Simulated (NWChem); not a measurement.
Molecule: Si2H5OCl; SMILES O[SiH2][SiH2]Cl

```xyz
9

O     -1.2164     1.8492     0.3112
Si     0.3076     1.6233    -0.3273
Si     0.9151    -0.5687     0.2717
Cl    -0.9188    -1.5726     0.0799
H     -1.7727     1.0608     0.2920
H      1.2067     2.6591     0.2525
H      0.3397     1.7353    -1.8199
H      1.9068    -1.2425    -0.6165
H      1.3556    -0.7171     1.6898
```
Atoms are numbered in this order, from 1.

Results from NWChem. Pople sets run with spherical d functions. Structure relaxed at the PBE0/def2-SVP level. GIAO values for the isolated, static molecule; σ is the absolute isotropic shielding, δ = σ(reference) − σ with the isolated reference molecule computed at the same levels (1H: tetramethylsilane, 17O: water, 29Si: tetramethylsilane).

```tsv
level	δ O1 (ppm)	δ Si2 (ppm)	δ Si3 (ppm)	σ Cl4 (ppm)	δ H5 (ppm)	δ H7 (ppm)	δ H9 (ppm)
B3LYP/6-311G**	-2.9	-31.7	-19.9	1033.6	1.09	5.25	5.20
Hartree-Fock/6-31G*	-23.0	-17.5	-4.7	1101.9	1.48	5.04	4.99
B3LYP/6-31G*	-15.4	-6.4	9.3	1066.3	0.79	5.33	5.12
PBE0/pcSseg-1	?	?	?	1065.3	?	5.21	5.19
```

**Question.** Some entries are withheld; supply them.

**Answer.** 
- PBE0/pcSseg-1, δ O1 (ppm): -7.2
- PBE0/pcSseg-1, δ Si2 (ppm): -30.4
- PBE0/pcSseg-1, δ Si3 (ppm): -20.3
- PBE0/pcSseg-1, δ H5 (ppm): 1.25
